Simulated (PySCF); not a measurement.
Cl₃NbO (SMILES [O]=[Nb]([Cl])([Cl])[Cl]), singlet, geometry from GFN2-xTB (such geometries of metal compounds can be far from the true shape) (core potentials on Nb). Base run: R2SCAN/def2-SVP run with PySCF.

PySCF was given this input:
```python
from pyscf import gto, scf, dft

mol = gto.Mole()
mol.atom = '''
    Nb    0.24007063   -0.10404666   -0.12692450
    O     1.62517328   -0.70435045   -0.85922341
    Cl    0.67383078    0.90501679    1.77581036
    Cl   -0.80064917    1.36296239   -1.38848845
    Cl   -1.21696291   -1.68558407    0.32313055
'''
mol.basis = 'def2-svp'
mol.ecp = {'Nb': 'def2-svp'}
mol.verbose = 3
mol.build()

mf = dft.RKS(mol)
mf.xc = 'r2scan'
mf.kernel()
mf.analyze()
```

Each row names what was changed in the base input (with any setting that the change needs).

```tsv
change	ΔE vs base (µEh)	fitting functions	dipole (D)	outcome
base	0.0	-	1.07	converged
auxbasis = def2-svp-ri	-	-	-	stopped with an error
auxbasis = def2-universal-jkfit	?	?	1.07	converged
auxbasis = cc-pvdz-jkfit	-	-	-	stopped with an error
auxbasis = cc-pvtz-ri	-	-	-	stopped with an error
auxbasis = cc-pvqz-jkfit	-	-	-	stopped with an error
auxbasis = default (with mf = mf.density_fit())	-242	291	1.07	converged
auxbasis = even-tempered beta=2.0	-632	827	1.07	converged
auxbasis = def2-universal-jfit	-242	291	1.07	converged
auxbasis = even-tempered beta=1.6	-3.8	1217	1.07	converged
```

Task: Some entries are withheld; supply them.

Result: 
- auxbasis = def2-universal-jkfit, ΔE vs base (µEh): -72.8
- auxbasis = def2-universal-jkfit, fitting functions: 716

A fitting set is made for a task (jfit for Coulomb, jkfit for Coulomb and exchange, ri for correlation) and for a family of orbital bases.

- auxbasis = def2-svp-ri: ended with `pyscf.lib.exceptions.BasisNotFoundError: Basis set not found for Nb in def2-svp-ri`
- auxbasis = cc-pvdz-jkfit: ended with `pyscf.lib.exceptions.BasisNotFoundError: Basis set not found for Nb in cc-pvdz-jkfit`
- auxbasis = cc-pvtz-ri: ended with `pyscf.lib.exceptions.BasisNotFoundError: Basis set not found for Nb in cc-pvtz-ri`
